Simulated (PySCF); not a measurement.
Compound: C6H9FO.
SMILES with atom numbers: `[O:1]=[C:2]1[CH2:3][CH2:4][CH2:5][CH2:6][C@H:7]1[F:8]` (hydrogens: H9, H10 on C3; H11, H12 on C4; H13, H14 on C5; H15, H16 on C6; H17 on C7)

Structure used (PBE0-D3(BJ)/def2-SVP), in Å, numbered top down from 1:
```xyz
17
C6H9FO angstrom
O     -0.3747    2.3770    1.0736
C     -0.1026    1.4432    0.3614
C     -1.0895    0.7141   -0.5126
C     -1.1367   -0.7686   -0.1141
C      0.2506   -1.4034   -0.0971
C      1.2191   -0.6206    0.7856
C      1.2952    0.8293    0.3395
F      1.7572    0.8694   -0.9658
H     -2.0700    1.2018   -0.4246
H     -0.7430    0.8018   -1.5565
H     -1.5915   -0.8515    0.8888
H     -1.8012   -1.3143   -0.8020
H      0.1872   -2.4471    0.2475
H      0.6555   -1.4339   -1.1221
H      0.8865   -0.6393    1.8382
H      2.2298   -1.0582    0.7593
H      1.9639    1.4375    0.9678
```

The calculation used TDDFT PBE0/def2-SVPD, vertical, gas phase, core orbitals frozen in the response (PySCF 2.14.0, density-fitted response routines).

Ground-to-excited transition dipoles (e·a0, same axes as the geometry; the sign carries no meaning), for the states with f of 0.002 or more among the lowest 6:

| state | E (hartree) | μx | μy | μz |
| --- | --- | --- | --- | --- |
| S2 | 0.2536 | -0.135 | -0.014 | -0.082 |
| S3 | 0.2622 | 0.048 | -0.343 | -0.044 |
| S4 | 0.2655 | 0.094 | -0.201 | 0.060 |
| S5 | 0.2747 | -0.053 | -0.340 | -0.231 |
| S6 | 0.2763 | 0.008 | -0.142 | 0.043 |

Work out the oscillator strengths.

f = (2/3) ΔE |μ|² with ΔE in hartree (27.2114 eV).

```tsv
state	|μ|² (au)	|μ| (D)	f
S2	0.025	0.40	0.004
S3	0.122	0.89	0.021
S4	0.053	0.58	0.009
S5	0.172	1.05	0.031
S6	0.022	0.38	0.004
```

Which bond between heavy atoms lies closest to the direction of the S5 transition dipole?

O1–C2, at 21° from it; next C5–C6 at 35°.

What angle do the transition dipoles of S3 and S5 make?

|cos θ| = |μa·μb| / (|μa| |μb|) = 0.86, so θ ≈ 31° (taken between 0 and 90°, since the signs are arbitrary).

What peak molar absorption coefficient would the strongest computed level give as a lone Gaussian band 0.4 eV wide at half height?

ε(max) = 2.175×10⁸ f / FWHM, with the width in cm⁻¹. S5: 2.175×10⁸ × 0.0314 / 3226 ≈ 2100 L mol⁻¹ cm⁻¹.

Cost: about 90 s of CPU time on one thread; the machine was shared, so the figure is rough.

One conformer stands for the species.
